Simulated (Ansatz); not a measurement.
```yaml
crystal:
  periodic: [false, false, false]
  atoms:
    - {symbol: C, position_ang: [-0.866027, -0.072659, 0.076888]}
    - {symbol: V, position_ang: [0.427049, 0.171529, 0.222480]}
    - {symbol: N, position_ang: [0.925245, -0.316726, -0.563410]}
    - {symbol: F, position_ang: [0.842848, -0.285908, 1.087116]}
    - {symbol: Cl, position_ang: [0.593239, 1.660732, 0.076551]}
    - {symbol: H, position_ang: [-0.951545, 0.157049, -0.594801]}
    - {symbol: H, position_ang: [-1.207383, 0.238125, 0.659170]}
    - {symbol: H, position_ang: [-0.982567, -0.838729, 0.101208]}
    - {symbol: H, position_ang: [1.269634, -0.699066, -1.012504]}
basis:
  gaussian: {orbitals: 6-31G}
hamiltonian: {xc: {name: BHLYP}, dispersion: d4}
accuracy: high
scf: {lower_state_search: full}
output: {forces: true}
```

```sh
$ ansatz run in.yaml --threads 4 --pin off --events-out ev --progress --plain --max-ram 10444MiB
```

Output, abridged:

```
Functional definition: BHLYP
1951 factors; integrals over basis functions are off by at most 4.2e-9 eV
mean field evaluation 1: about -43397.9778 eV, gradient 1.0e2 eV
mean field evaluation 2: about -43398.9719 eV, gradient 1.0e2 eV
mean field evaluation 4: about -43415.3355 eV, gradient 3.6e1 eV
mean field evaluation 8: about -43417.1768 eV, gradient 1.1e0 eV
mean field evaluation 16: about -43417.2255 eV, gradient 6.5e-4 eV
mean field -43417.22549033 eV, -1595.5536075171 hartree, gradient 9.8e-8 eV, S^2 0.000000; 2 other end points of the search recorded, 0 dependent functions left out
reference -43417.22551548 eV, -1595.5536084414 hartree; 33, 33 occupied and 44, 44 virtual orbitals, 1951 factors
Total energy: -43417.58295506 eV, -1595.5667441036 hartree
Atom 0 at    -0.866027    -0.072659     0.076888 Å, force   -19.357677   -11.225332     6.088095 eV/Å
Atom 1 at     0.427049     0.171529     0.222480 Å, force   -69.163797    70.496279   -16.029187 eV/Å
Atom 2 at     0.925245    -0.316726    -0.563410 Å, force    32.095216   -31.477208   -62.807693 eV/Å
Atom 3 at     0.842848    -0.285908     1.087116 Å, force    56.605369   -61.672128   122.231128 eV/Å
Atom 4 at     0.593239     1.660732     0.076551 Å, force     7.144100    58.981315    -5.059329 eV/Å
Atom 5 at    -0.951545     0.157049    -0.594801 Å, force    -8.616269    13.635905   -39.424538 eV/Å
Atom 6 at    -1.207383     0.238125     0.659170 Å, force   -17.616648    15.248238    26.358263 eV/Å
Atom 7 at    -0.982567    -0.838729     0.101208 Å, force    -5.940257   -28.122440     0.352227 eV/Å
Atom 8 at     1.269634    -0.699066    -1.012504 Å, force    24.849963   -25.864629   -31.708965 eV/Å
Dipole moment:     0.188402    -0.802121     0.152060 e Å
```

Q: Something in this input is off. What?

A: The geometry is squeezed to about two thirds of its size. The calculation finished and met its thresholds. The result belongs to that input, not to the molecule as meant.
